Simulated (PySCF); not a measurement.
# How the method changes the constants of BeIn

State: ²Π (doublet), unpaired electrons π ↑. Set-up: PySCF, scalar-relativistic core potentials, basis sets Be def2-SVPD, In def2-SVPD with ECP28. De refers to Be + In in their high-spin ground configurations, without counterpoise correction. The functionals are run spin-unrestricted. A positive dipole means Be(−)In(+). Levels whose curve was spin-contaminated or gave no clean fit are not listed.

```json
{"Level": "UHF-MP2", "Re (Å)": "2.641", "ωe (cm⁻¹)": "289", "De (eV)": "0.280", "μ (D)": "n/a"}
{"Level": "UHF-CCSD", "Re (Å)": "2.801", "ωe (cm⁻¹)": "179", "De (eV)": "0.115", "μ (D)": "n/a"}
{"Level": "UHF-CCSD(T)", "Re (Å)": "2.718", "ωe (cm⁻¹)": "228", "De (eV)": "0.195", "μ (D)": "n/a"}
{"Level": "PBE", "Re (Å)": "2.578", "ωe (cm⁻¹)": "328", "De (eV)": "0.82", "μ (D)": "0.56"}
{"Level": "PW91", "Re (Å)": "2.572", "ωe (cm⁻¹)": "329", "De (eV)": "0.83", "μ (D)": "0.53"}
{"Level": "TPSS", "Re (Å)": "2.578", "ωe (cm⁻¹)": "327", "De (eV)": "0.74", "μ (D)": "0.62"}
{"Level": "PBE0", "Re (Å)": "2.581", "ωe (cm⁻¹)": "323", "De (eV)": "0.67", "μ (D)": "0.35"}
{"Level": "r²SCAN0", "Re (Å)": "2.569", "ωe (cm⁻¹)": "329", "De (eV)": "0.67", "μ (D)": "0.10"}
{"Level": "HSE06", "Re (Å)": "2.579", "ωe (cm⁻¹)": "326", "De (eV)": "0.70", "μ (D)": "0.32"}
```

The bond length runs from 2.569 Å (r²SCAN0) to 2.801 Å (UHF-CCSD). De spans 0.11 eV (UHF-CCSD, coupled cluster) to 0.83 eV (PW91, GGA).

Correlated steps freeze 4 core orbitals. Correlated levels converge slowly with the basis: in double zeta they bind strong bonds too weakly, by up to about 1 eV, and carry superposition errors of some tenths. These are scalar-relativistic numbers at best; spin–orbit coupling would shift them, the dissociation energy most. The state is the lowest determinant that a PBE0 search found; another state may lie lower at other levels.
